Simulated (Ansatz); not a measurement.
Ideal-gas functions of ClH2Sb (`[Cl][SbH2]`) at 400 K and 1 bar, from an Ansatz frequency run at PBE0-D4/def2-TZVP.

Molar mass 159.23 g/mol, point group Cs (symmetry number 1), electronic degeneracy 1, moments of inertia 5.824, 156.122, 156.243 u Å². Harmonic wavenumbers (cm⁻¹, unscaled): 364, 616, 639, 841, 1954, 1960.

Use S(trans) = R[1.5 ln M + 2.5 ln T − 1.1517]; rotational temperatures θ = 24.2544 K / I; S(rot) = R[ln(√π/σ · √(T³/θAθBθC)) + 1.5]; for each mode x = 1.438777 ν̃/T, S = R[x/(eˣ − 1) − ln(1 − e⁻ˣ)] and H = RT x/(eˣ − 1); 1 cm⁻¹ = 0.0119627 kJ/mol; R = 8.31446 J/(mol·K).

Problem. By hand: the entropy, in J/(mol·K).

Solution. Translation 178.2. Rotation: θ = 4.1646, 0.1554, 0.1552 K, giving 101.5. Vibration, mode by mode: 6.64, 3.22, 3.01, 1.70, 0.06, 0.06, in all 14.7. Electronic 0.0. Sum 294.4 J/(mol·K).

Problem. By hand: H − E and G − E in kJ/mol, counted from the electronic energy.

Solution. Zero-point energy ½ × 6374 × 0.0119627 = 38.1; thermal vibration 3.9; translation, rotation and pV give 4 RT = 13.3. H − E = 55.3 kJ/mol, and G − E = 55.3 − 400 × 294.4/1000 = -62.5 kJ/mol.

Vibration gives 5 % of the entropy.
